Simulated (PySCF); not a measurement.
Structure elucidation problem

Molecular formula: C5H11FSi. Simulated spectra:

$^{1}$H NMR (400 MHz, computed): δ 5.80 (m, 1H), 5.46 (m, 1H), 4.95 (m, 2H), 2.27 (m, 2H), 2.17 (m, 2H), 1.03 (t, 3H).

$^{13}$C{$^{1}$H} NMR (computed): δ 142.7, 123.3, 25.3, 19.8, 18.3.

How the numbers were obtained: coordinates at the GFN2-xTB level, σ from GIAO-PBE0/pcSseg-1, in PySCF (one conformer, no relativistic terms, isolated molecule, one averaged value for each set of equivalent atoms).

Referencing at the same level of theory: $^{1}$H, $^{13}$C against TMS.

What is the structure?

Results:


1. The formula gives 1 degree of unsaturation (no ring in the answer).
2. 5 carbon signals for 5 carbons: no two carbons are equivalent.
3. Carbon types of the structure: 2 × CH, 2 × CH2, 1 × CH3, leaving 2 H on heteroatoms.
4. δC 142.7, 123.3: alkene CH; an sp2 carbon of a C=C bond.
5. δC 25.3: allylic sp3 CH2; a saturated carbon with 2 carbon neighbours and no heteroatom attached.
6. δC 19.8: allylic sp3 CH2 bonded to Si.
7. δC 18.3: methyl carbon; saturated and bonded to C and H only.
8. δH 5.80, 5.46: hydrogen on an alkene CH; olefinic region.
9. δH 2.27: hydrogen on an allylic sp3 CH2 bonded to Si; allylic position.
10. δH 2.17: hydrogen on an allylic sp3 CH2; allylic position.

These data were computed for SMILES CC/C=C\C[SiH2]F.

The shifts were computed for this structure.

Splittings by $^{19}$F in the carbon and heteronuclear signals aren't shown, as no couplings were computed. Shifts are as computed. Against solution values, carbons near 30 ppm lie about +3 ppm off and those near 130 ppm about +5 ppm. Of 1309 compounds with measured shifts, 239 miss one by over three times the rms of a fit or turn the order of signals round; such compounds aren't used in these exercises. No couplings were computed; multiplicities are counted from neighbouring protons, with m where these are inequivalent, close in shift, in a saturated or five-membered ring or joined by F or P, and br s for small geminal =CH2 splittings.
